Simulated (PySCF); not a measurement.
CH5ClFNSi, SMILES NC[Si@H](F)Cl. Atoms are numbered in the order given.

```xyz
10

N     -2.5089     0.1649     0.8032
C     -1.4608    -0.5945     0.1093
Si     0.2459     0.1454     0.3454
F      0.1683     1.6905    -0.1657
Cl     1.6898    -0.8269    -0.7751
H     -2.3507     0.1788     1.8111
H     -2.5147     1.1371     0.4939
H     -1.6905    -0.6402    -0.9696
H     -1.4717    -1.6436     0.4531
H      0.6718     0.1874     1.7657
```
Charge 0, spin multiplicity 1.

Geometry: B3LYP-D3(BJ)/def2-SVP. The structure was generated by enumeration; whether it is a known compound was not checked. One conformer was computed; it need not be the lowest.

All values below come from PBE/pcSseg-1 in PySCF.

GIAO shieldings, no solvent; atoms listed in one row are averaged. δ = σ(ref) − σ: ¹⁵N against NH3 (σ = 267.0 ppm); ¹³C against TMS (σ = 182.0 ppm); ²⁹Si against TMS (σ = 335.4 ppm); ¹⁹F against CFCl3 (σ = 133.6 ppm); ³⁵Cl against HCl (σ = 936.5 ppm); ¹H against TMS (σ = 31.49 ppm), references at their B3LYP-D3(BJ)/def2-TZVP geometries, non-relativistic (without spin–orbit terms, shifts of atoms bonded to Cl or Br come out too high).

```csv
nucleus,atoms,count,δ (ppm)
¹⁵N,N1,1,20.8
¹³C,C2,1,40.2
²⁹Si,Si3,1,10.1
¹⁹F,F4,1,-200.4
³⁵Cl,Cl5,1,83.1
¹H,H10,1,5.61
¹H,H8,1,2.96
¹H,H9,1,2.65
¹H,H7,1,0.56
¹H,H6,1,0.23
```
